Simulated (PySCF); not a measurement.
Gas-phase reaction: GaH3.NH3 + NH → GaH + 2 NH3

Computed with PySCF and rigid-rotor harmonic-oscillator thermochemistry at 1 bar. † marks an energy on the PBE0/def2-TZVP geometry and frequencies; other levels use their own. CCSD(T) freezes the core. 6-31G* has spherical d functions here. Open shells (unrestricted): NH (multiplicity 3); the rest are closed-shell singlets. Ga: all electrons, no relativistic terms. Adducts (GaH3.NH3) have no counterpoise correction, and HF, PBE, BLYP, B3LYP and PBE0 lack dispersion. GaH3.NH3, GaH: computed as isolated molecules; such fragments, hydroxides, amides, oligomers or adducts are transient or little studied in the gas. CCSD(T) isn't extrapolated to the basis-set limit; its ΔH°(298 K) is -175.2 kJ in def2-SVP and -208.5 kJ in def2-TZVPP. The harmonic model lacks anharmonicity and excited electronic states, which grow with temperature; levels with a mode under 35 cm⁻¹ are left out. Soft modes under 120 cm⁻¹ make the harmonic entropy rough for GaH3.NH3.

```tsv
level	ΔE electronic, kJ	ΔH°(298 K), kJ	ΔS°(298 K), J/K	ΔG°(2500 K), kJ
CCSD(T)/def2-TZVPP†	-229	-209	120	-443
HF/6-31G*	-78	-53	119	-285
M06-2X/def2-TZVP†	-254	-233	120	-468
PBE/def2-TZVP†	-275	-254	120	-489
r2SCAN/def2-TZVP†	-219	-198	120	-433
LDA/def2-TZVP†	-287	-266	120	-501
ωB97M-V/def2-TZVP†	-254	-233	120	-468
ωB97X-V/def2-TZVP†	-238	-217	120	-452
```
ΔH° is lowest at LDA/def2-TZVP† and highest at HF/6-31G*. No reference value is set beside these.
